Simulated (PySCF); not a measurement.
Input of an EPR job (settings, then geometry in Å):

```
{"job": {"kind": "epr", "basis": "pcH-1"}, "charge": 0, "multiplicity": 2}
C     -0.907826     1.598849     1.253508
C     -0.802920     0.589777     0.486573
C     -1.632825    -0.071197    -0.587285
C     -0.575498    -1.171852    -0.755304
C      0.303290    -0.526670     0.317311
C      1.580385     0.075874    -0.158533
O      1.900118     0.233470    -1.309123
O      2.350040     0.479528     0.867755
H     -0.436103     2.165850     2.014235
H     -2.603367    -0.411059    -0.229529
H     -1.774285     0.560988    -1.461890
H     -0.916961    -2.173042    -0.505629
H     -0.093769    -1.180327    -1.730620
H      0.455148    -1.075145     1.244634
H      3.150161     0.912948     0.531985
```

Method: UKS B3LYP, pcH-1 on C H O, non-relativistic, mean-field spin-orbit, GIAO in PySCF. The structure is a single GFN2-xTB conformer in the gas phase; no vibrational or solvent corrections. The geometry wasn't refined by DFT: couplings that depend on bond lengths, twists or pyramidal angles can differ widely from those at the functional's own minimum.

Output of the driver script. The program numbers atoms from 0.

```
UKS, coarse grid
  cycle   1  E = -383.01844794  |g| = 7.22e-01
  cycle   2  E = -382.57644658  |g| = 1.32e+00
  cycle   3  E = -383.18753137  |g| = 2.56e-01
  cycle   4  E = -383.21051866  |g| = 7.96e-02
  cycle   5  E = -383.21249126  |g| = 2.23e-02
  cycle   6  E = -383.21274014  |g| = 5.75e-03
  cycle   7  E = -383.21277102  |g| = 2.48e-03
  cycle   8  E = -383.21278158  |g| = 1.87e-03
  cycle   9  E = -383.21278533  |g| = 9.71e-04
UKS, final grid
  cycle   1  E = -383.21279902  |g| = 1.74e-03
  cycle   2  E = -383.21279483  |g| = 3.54e-03
  cycle   3  E = -383.21280080  |g| = 2.01e-04
  cycle   4  E = -383.21280088  |g| = 2.02e-04
  cycle   5  E = -383.21280095  |g| = 1.20e-04
  cycle   6  E = -383.21280095  |g| = 1.70e-05
E = -383.21280095 Eh   <S^2> = 0.7594 (exact 0.7500)
g shifts (ppm)      1          2          3
  rmc          -153       -153       -153
  gc             38          7         -3
  oz_so        -242         15        622
  total        -357       -132        466
hyperfine (MHz)  atom isotope    a_iso     a_fc   dipolar eigenvalues
    0   13C     233.07     233.07    -79.06    -58.51    137.58
    1   13C     -18.33     -18.33    -16.07     -0.86     16.93
    2   13C      74.88      74.88     -5.87     -4.95     10.83
    3   13C      -5.93      -5.93     -0.66     -0.11      0.77
    4   13C      96.44      96.44    -12.29    -12.10     24.39
    5   13C      -7.94      -7.94     -0.75     -0.09      0.85
    6   17O      -1.44      -1.44     -5.55      2.56      3.00
    7   17O      -1.90      -1.90     -0.29      0.05      0.24
    8    1H       5.98       5.98    -32.35     -5.37     37.73
    9    1H      -9.86      -9.86     -3.86     -1.63      5.49
   10    1H     -10.50     -10.50     -3.72     -1.68      5.39
   11    1H       0.65       0.65     -1.58     -0.69      2.26
   12    1H       0.79       0.79     -1.58     -0.67      2.25
   13    1H     -16.31     -16.31     -6.50     -1.21      7.72
   14    1H       0.11       0.11     -1.03     -0.74      1.77
```

|g| in the SCF lines is the orbital gradient. In the g block, columns 1 to 3 are the principal axes in rising order; rmc is the relativistic mass correction, gc the gauge correction and oz_so the orbital-Zeeman/spin–orbit term. a_fc is the Fermi-contact part of a_iso, here all of it, since this run has no spin–orbit term in the hyperfine coupling.

Q: Is the state sound, as far as the log shows?

A: The SCF converged after 15 cycles in all, 9 of them on the coarse grid; no stability test was run. The unrestricted determinant has ⟨S²⟩ = 0.7594 (exact 0.7500), so spin contamination is small.

Q: What are the principal g values and g_iso?

A: Adding the total shifts to 2.002319 gives 2.00196, 2.00219, 2.00279; their mean shift is -8 ppm, so g_iso = 2.00231.

Q: Which couplings shape the isotropic spectrum at natural abundance (0.05 mT or more)? Keep the log's numbering.

A: atom 13 (1H, I = 1/2): -16.3 MHz = 0.58 mT in magnitude, a 1:1 doublet; atom 10 (1H, I = 1/2): -10.5 MHz = 0.37 mT in magnitude, a 1:1 doublet; atom 9 (1H, I = 1/2): -9.9 MHz = 0.35 mT in magnitude, a 1:1 doublet; atom 8 (1H, I = 1/2): 6.0 MHz = 0.21 mT in magnitude, a 1:1 doublet. Together 16 lines to first order. 

Q: What are the principal values of the full tensor of atom 8 (1H)?

A: a_iso plus each dipolar eigenvalue: -26.38, 0.60, 43.70 MHz.

The species is `[H]/[C]=C1/CC[C@H]1C(=O)O` [radical]. The run used 270 basis functions and 6 iterations of the response equations.

Shape of the structure used: `[H]/[C:1]=[C:2]1/[CH2:3][CH2:4][C@H:5]1[C:6](=[O:7])[OH:8]`: C4–C5–C6–O7 9°, H–O8–C6–C5 -177°.
Labels such as C1 count atoms from 1, the log's own numbers from 0.
